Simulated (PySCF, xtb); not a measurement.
B(F)(H)(NHMe) (CH5BFN), SMILES CNBF. Other conformers were not sampled.

Harmonic wavenumbers (cm⁻¹) from GFN2-xTB run with xtb 6.7.1 at its own minimum, in rising order: 161, 210, 260, 471, 664, 789, 976, 1019, 1108, 1114, 1173, 1279, 1413, 1476, 1479, 1515, 2648, 2946, 2967, 3043, 3437.

What does PBE0-D3(BJ)/def2-SVP run with PySCF 2.14.0 give at its own minimum? (Estimate from the structure and the level; the computed values follow.)

173, 222, 276, 502, 679, 913, 1000, 1091, 1149, 1163, 1247, 1317, 1449, 1466, 1482, 1600, 2635, 3036, 3108, 3166, 3631. Paired by order, the mean absolute difference is 57 cm⁻¹ and the zero-point energies are 43.1 and 44.8 kcal/mol.
